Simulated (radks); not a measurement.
Task: The gallium ion Ga5+ is in [Ar] 3d8. All-electron calculation, scalar-relativistic Kohn-Sham, PBEsol, spin-polarised, spherical densities, finite nucleus; Fermi nuclear charge, rms radius of each element as measured or else 0.836 A^(1/3) + 0.57 fm. Program: a radial shooting solver on a logarithmic mesh with Libxc functionals. Open shells are filled with parallel spins first. One electron is removed from 2p, 3s, 3p, 3d in turn, with full relaxation. Which removal costs least, and what does each cost?

Result: 3d 113.09 eV; 3p 194.90 eV; 3s 244.74 eV; 2p 1224.2 eV. The 3d electron leaves first.
